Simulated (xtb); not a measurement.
Ti(NH2)3(Me) (CH₉N₃Ti), SMILES [NH2][Ti]([NH2])([NH2])[CH3], multiplicity 1. All values are semi-empirical tight-binding results from xtb (GFN2-xTB unless named), good for trends rather than for accurate numbers. Coordinates come from a GFN2-xTB optimisation. The multiplicity is an assumed one; other spin states were not compared. The values are those of a single conformer.

Optimised geometry:

```xyz
14

Ti     0.0000     0.0000     0.1316
N      0.1965     1.7972     0.5667
H      1.0627     2.2732     0.8237
H     -0.5458     2.4962     0.4967
N      1.4582    -1.0687     0.5667
H      2.4347    -0.7755     0.4967
H      1.4373    -2.0570     0.8237
N     -1.6547    -0.7285     0.5667
H     -1.8889    -1.7208     0.4967
H     -2.5000    -0.2162     0.8237
C      0.0000     0.0000    -1.9522
H      0.9336     0.4235    -2.3476
H     -0.8336     0.5968    -2.3476
H     -0.1000    -1.0203    -2.3476
```

For metal compounds this method's bond lengths and energies can be far off.

```yaml
point_group_as_xtb_finds_it: C3
orbital_gap: 2.82 eV
zero_point_energy: 62.0 kcal/mol
G − E(el) at 298.15 K (modified RRHO): 39.1 kcal/mol
```

Computed atomic charges and the Wiberg bond orders between heavy atoms:
charges (e) Ti1 0.69, N2 -0.49, H3 0.15, H4 0.15, N5 -0.49, H6 0.15, H7 0.15, N8 -0.49, H9 0.15, H10 0.15, C11 -0.25, H12 0.05, H13 0.05, H14 0.05. Bond orders Ti1–N2 1.10, Ti1–N5 1.10, Ti1–N8 1.10, Ti1–C11 0.96.
